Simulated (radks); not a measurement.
Spherical jellium clusters: N electrons in a uniform positive sphere of charge N and radius rs N^(1/3), rs = 3.15 bohr. Calculated with a radial shooting solver with Libxc functionals: non-relativistic Kohn-Sham, PBE, spin-polarised, spherical densities. Levels are named by radial order and angular momentum (1s, 1p, 1d, 2s, ...), and open shells are averaged over m. Each electron was tried in the lowest free levels, single moves between levels near the top were tried too, and the lowest total energy was kept; such a search can miss a lower state. The series stops at N = 15: beyond it a trial failed or the search could not be trusted, so later rows were left out. Energies include the self-energy of the background; IP and EA are vertical (highest electron removed, lowest free level filled), at fixed background; spill-out counts the electrons outside the background radius R, and alpha is the static dipole polarisability from linear response (closed shells only). A dash means not computed or, for alpha, an open shell; in EA it means that no bound solution was reached, which is typical of self-interaction and does not show that the anion is unstable. Real open-shell clusters deform, which this model forbids.

N                         open shells  2S  E/N (eV)  E(N+1) + E(N-1) - 2E(N) (eV)  IP (eV)
1                    1s(up 1, down 0)   1    -1.126                             -        -
2                                none   0    -1.617                         1.495    6.233
3                    1p(up 1, down 0)   1    -1.282                        -0.860    4.267
4                    1p(up 2, down 0)   2    -1.330                        -0.630    5.074
5                    1p(up 3, down 0)   3    -1.485                         0.547    5.521
6                    1p(up 3, down 1)   2    -1.497                        -0.620    4.801
7                    1p(up 3, down 2)   1    -1.594                        -0.416    5.321
8                                none   0    -1.719                         1.800    5.631
9                    1d(up 1, down 0)   1    -1.616                        -0.387    3.734
10                   1d(up 2, down 0)   2    -1.572                        -0.330    4.122
11                   1d(up 3, down 0)   3    -1.566                        -0.284    4.420
12                   1d(up 4, down 0)   4    -1.585                        -0.245    4.657
13                   1d(up 5, down 0)   5    -1.620                         0.503    4.851
14  1d(up 5, down 0) 2s(up 1, down 0)   6    -1.614                        -0.151    4.295
15                   1d(up 5, down 2)   3    -1.619                             -    4.490

All shells are closed at N = 2, 8 (there: 1s2 1p6); the second difference of the energy has clear peaks (12 % above both neighbours; the first and last values, which can be the largest, are not judged, and half-filled shells can peak too) at N = 5, 8, 13.
